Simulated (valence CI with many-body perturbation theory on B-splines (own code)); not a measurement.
Values are calculated unless marked as measured or tabulated.
# V17+: magnetic and hyperfine properties of the levels

Method: relativistic CI+MBPT: four valence electrons over a frozen Dirac-Fock core [He], radial functions for each j: 11 s, 11 p, 10 d, 8 f, 5 g, 2 h, with the one-electron correlation potential Σ1 (screened to all orders), the two-electron term Σ2, the three-electron term Σ3, Breit, model QED; selected single and double excitations, second order for the rest, scaled by the run's own slope (own B-spline code, finite nucleus).

No measured levels were compared; by estimate levels of excited configurations hold to 0.05 to 0.15 % of their energy, terms of the ground configuration to about 0.5 %. Among the levels kept, up to 850 cm⁻¹ of a level comes from second order outside the variational space, and about a tenth of that is noise between levels of different J, which matters for small intervals.

A/g_I is the dipole constant over the nuclear g factor μ/I (μ in nuclear magnetons, uniformly magnetised nucleus), B/Q the quadrupole constant per barn. Both hold the static response of the core; the bare values leave it out. Large factors of s and p1/2 electrons are usually good to 5 to 10 %; those of open d and f shells near neutrality can be off by tens of per cent, and small factors of p3/2, d and f electrons come from cancelling terms and can be off by a factor of two or in sign, in half-filled shells by more. B is blank for J = 1/2, where it vanishes, and for nearly pure S terms. Energies count from the lowest level. Levels with J = 0 are left out.

Names give the largest LS component (configuration and term), which can be under half, so a name can repeat, a term be missing and a line seem to break the LS rules; names also repeat where a configuration has a term twice. Letters in brackets count levels of one name in rising energy.

```tsv
Level	E (eV)	g	A/g_I (MHz)	A/g_I bare	B/Q (MHz/b)	B/Q bare
2s2 2p2 3P_1	4.69	1.498	-1280	627	17200	17300
2s2 2p2 3P_2	8.45	1.432	29100	30500	-21600	-21700
2s2 2p2 1D_2	19.97	1.063	28700	29000	55500	55800
2s 2p3 5S°_2	45.46	1.991	78200	79400		
2s 2p3 3D°_2	77.35	1.202	55300	54800	36900	37100
2s 2p3 3D°_1	77.51	0.577	-46100	-44600	20600	20700
2s 2p3 3D°_3	78.73	1.331	82000	81100	-142	-150
2s 2p3 3P°_1	91.20	1.434	105000	104000	-20800	-20900
2s 2p3 3P°_2	92.20	1.451	80400	79700	-36500	-36700
2s 2p3 3S°_1	111.32	1.883	-57800	-50900	215	217
2s 2p3 1D°_2	112.70	1.014	40800	40600	-1340	-1330
2s 2p3 1P°_1	125.87	1.096	13500	14800	443	433
2p4 3P_2	168.50	1.466	15300	18200	27200	27300
2p4 3P_1	174.95	1.499	-4460	-1210	-16600	-16700
2p4 1D_2	183.60	1.030	38400	38600	-60900	-61200
2s2 2p 3s 3P°_1	711.16	1.402	91000	89400	-7670	-7710
2s2 2p 3s 3P°_2	718.71	1.499	36500	37000	35400	35500
2s2 2p 3s 1P°_1	721.28	1.093	6610	8310	25300	25500
2s2 2p 3p 3D_1	729.16	0.708	63100	62100	-2610	-2620
2s2 2p 3p 1P_1	733.74	1.210	-5930	-5860	2910	2920
2s2 2p 3p 3D_2	733.94	1.177	28100	28200	10500	10500
2s2 2p 3p 3P_1	739.89	1.305	8710	10100	-1110	-1110
2s2 2p 3p 3D_3	740.30	1.332	13400	14100	45100	45300
2s2 2p 3p 3S_1	741.99	1.772	18500	20000	5680	5710
2s2 2p 3p 3P_2	742.67	1.418	22400	23300	-448	-440
2s2 2p 3p 1D_2	748.60	1.067	19200	19400	33900	34000
2s 2p2 3s 5P_1	752.51	2.479	145000	144000	-3380	-3400
2s2 2p 3d 3F°_2	753.31	0.752	27800	27300	5450	5510
2s 2p2 3s 5P_2	755.90	1.827	83600	83100	35300	35500
2s2 2p 3d 3F°_3	756.42	1.106	16500	16500	6500	6580
2s2 2p 3d 1D°_2 [a]	757.30	1.142	-10900	-11000	-9800	-9810
2s2 2p 3d 3D°_1	759.48	0.730	-18200	-18200	-1530	-1520
```

(1) Take the isotope of mass number 50, with I = 6, μ = 3.3442 μN and Q = 0.21 b. What is the hyperfine structure of 2s 2p3 3D°_1?

Answers

(1) From the table A = -25700 MHz, B = 4320 MHz. Shifts from the centre of gravity in MHz: F = 5: 182000, F = 6: 23000, F = 7: -153000.
